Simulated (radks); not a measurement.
Results of a calculation; reference values are marked as such.
Spherical quantum dot in the effective-mass picture: electrons in a parabolic well V = omega^2 r^2 / 2 with omega = 0.216, all in effective atomic units (hartree* = m*/eps^2 hartree, bohr* = eps/m* bohr), one dielectric constant everywhere. Level of theory: non-relativistic Kohn-Sham, LDA (Slater exchange, Perdew-Wang correlation), spin-polarised, spherical densities (a radial shooting solver with Libxc functionals). Levels are named by radial order and angular momentum (1s, 1p, 1d, 2s, ...), and open shells are averaged over m. Results are scaled to m* = 0.187 and eps = 5.9, for which hartree* = 146.2 meV and bohr* = 1.67 nm.

N = 22, configuration 1s2 1p6 1d10 2s2 1f(up 2, down 0). This is the lowest configuration that the search found. Occupied and some empty levels:

level    occupation  eigenvalue (meV)  <r> (nm)
1s up             1            585.63     8.273
1s down           1            586.39     8.147
1p up             3            593.31     9.591
1p down           3            594.32     9.532
1d up             5            603.43     10.49
1d down           5            604.57     10.47
2s up             1            609.76     8.206
2s down           1            610.34     8.272
1f up             2            615.59     11.20
1f down           0            616.78     11.20
2p up             0            624.46     9.347
2p down           0            625.07     9.365
1g up             0            629.51     11.80
1g down           0            630.70     11.81
2d up             0            640.16     10.32
2d down           0            640.84     10.32

Energy (meV): total 8047.56, kinetic 442.01, external 2849.4, Hartree 5360.6, exchange-correlation -604.44.

Electron density:

r (nm)  n(r) (e/nm^3)
1.45         0.003251
3.00         0.002753
4.55         0.002336
6.10         0.002299
7.65         0.002561
9.20         0.002671
10.8         0.002213
12.3         0.001306
13.9        0.0005085
15.4        0.0001248
17.0       0.00001904
18.5        1.827e-06
20.1        1.102e-07
